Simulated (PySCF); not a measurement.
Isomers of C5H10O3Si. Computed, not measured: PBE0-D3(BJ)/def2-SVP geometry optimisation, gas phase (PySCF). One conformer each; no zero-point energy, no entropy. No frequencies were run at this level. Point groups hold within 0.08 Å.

Question: Rank from lowest to highest electronic energy at this level (kcal/mol).
A. `[CH:1]#[C:2][Si@@H:3]([O:4][CH3:5])[O:6][CH2:7][O:8][CH3:9]` with C2–Si3–O4–C5 -35°, C2–Si3–O6–C7 -39°, Si3–O6–C7–O8 -51°, O6–C7–O8–C9 -68°
B. `[CH3:1][O:2][C:3](=[O:4])[Si@@H:5]1[CH2:6][CH2:7][CH2:8][O:9]1` with C1–O2–C3–O4 0°, O2–C3–Si5–C6 -133°, C3–Si5–C6–C7 -125°, Si5–C6–C7–C8 31°, C6–C7–C8–O9 -42°, C7–C8–O9–Si5 32°
C. `[CH3:1][C:2](=[O:3])[O:4][Si@@H:5]1[CH2:6][CH2:7][CH2:8][O:9]1` with C1–C2–O4–Si5 -178°, C2–O4–Si5–C6 -71°, O4–Si5–C6–C7 -123°, Si5–C6–C7–C8 31°, C6–C7–C8–O9 -40°, C7–C8–O9–Si5 30°
D. `[CH3:1][C:2](=[O:3])[O:4][C@@H:5]1[CH2:6][O:7][SiH2:8][CH2:9]1` with C1–C2–O4–C5 178°, C2–O4–C5–C6 -80°, O4–C5–C6–O7 -74°, C5–C6–O7–Si8 -21°, C6–O7–Si8–C9 -2°, O7–Si8–C9–C5 23°

Answer: C (0.0), D (35.0), B (40.8), A (78.9).

As drawn, the lowest has a C=O bond and a C(=O)–O unit, which the highest lacks; the highest has a C≡C bond, which the lowest lacks.

```
                  SMILES      E (Eh)  E rel (kcal/mol)  dipole (D)  point group       A, B, C (MHz)
    CC(=O)O[Si@@H]1CCCO1  -710.83828               0.0        1.65           C1  3301, 836.0, 759.8
CC(=O)O[C@@H]1CO[SiH2]C1  -710.78243              35.0        2.08           C1  2837, 862.7, 816.2
    COC(=O)[Si@@H]1CCCO1  -710.77329              40.8        1.54           C1  3388, 755.7, 752.8
      C#C[Si@@H](OC)OCOC  -710.71259              78.9        1.30           C1   1617, 1105, 880.3
```

Q: How do the relative energies change in single points at PBE0/pcSseg-1 (no added dispersion term) on the same geometries?

A: 
```csv
SMILES,PBE0-D3(BJ)/def2-SVP (kcal/mol),PBE0/pcSseg-1 (kcal/mol),shift
CC(=O)O[Si@@H]1CCCO1,0.0,0.0,0.0
CC(=O)O[C@@H]1CO[SiH2]C1,35.0,35.5,+0.5
COC(=O)[Si@@H]1CCCO1,40.8,39.4,-1.4
C#C[Si@@H](OC)OCOC,78.9,74.8,-4.1
```

Each column counts from its own lowest isomer. The order is unchanged; the largest shift is 4.1 kcal/mol.
